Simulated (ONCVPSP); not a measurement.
**Before and after: ONCV potential for Ne**

| Property | Result |
| --- | --- |
| Element | neon (Ne) |
| Generator | ONCVPSP 4.0.1 |
| Type | optimised norm-conserving Vanderbilt (ONCV) |
| Functional | PBE |
| Relativity | scalar-relativistic |
| Frozen core | [He] |
| Valence charge | 8 |
| Reference configuration | 2s2 2p6 |
| Partial waves | 2s: rc 0.65 bohr, ncon 4, nbas 8, qcut 13 1/bohr, 2 projectors, debl 3.6 Ha; 2p: rc 1.60 bohr, ncon 3, nbas 8, qcut 7.5 1/bohr, 1 projector |
| Local potential | polynomial inside 0.45 bohr (lpopt 5, dvloc0 3 Ha) |
| Core correction | Teter function, fcfact 3, rcfact 1.3 |

Change: p: rc 1.14.

Cutoffs: the cutoffs (Ha) at which the residual kinetic energy of the hardest occupied pseudo-wave falls to 1 and 0.1 mHa per electron; they do not see the model core or the augmentation charge, which bear on the density cutoff. Errors are all-electron minus pseudo energies relative to the spin-unpolarised reference configuration.

Q: What does the change do?

A: The potential gets harder (71 Ha and 113 Ha → 124 Ha and 238 Ha); of the 4 tests that both files solve, the error grows in 0 and shrinks in 4 by more than 15 % and 0.3 meV (median size 606.8 → 199.6 meV); neither file shows a bound ghost. A smaller radius makes the pseudo-wave follow the all-electron one further in, where it bends more sharply, so more plane waves are needed. Less of the atom is replaced, so other configurations are described better.

```csv
quantity,base,changed
"cutoff, loose",71 Ha,124 Ha
"cutoff, tight",113 Ha,238 Ha
loose cutoff by channel,"s 71 Ha, p 23 Ha","s 71 Ha, p 124 Ha"
bound ghosts,none,none
GHOST(+) flags under 300 eV,none,none
"error for 2s2 2p5, meV [ΔE 22.48 eV]",+111,+13
"error for 2s2 2p4, meV [ΔE 65.74 eV]",+893,+263
"error for 2s2 2p3, meV [ΔE 133.17 eV]",+3293,+1216
"error for 2s1 2p6, meV [ΔE 45.88 eV]",-321,-137
s: phases at 0.66 bohr within 0.05 rad from the reference energy up to (Ha; the scan ends near 5),to the end of the scan,to the end of the scan
"rms error of d²Exc/dni dnj with the model core, mHa",1.09,1.67
```
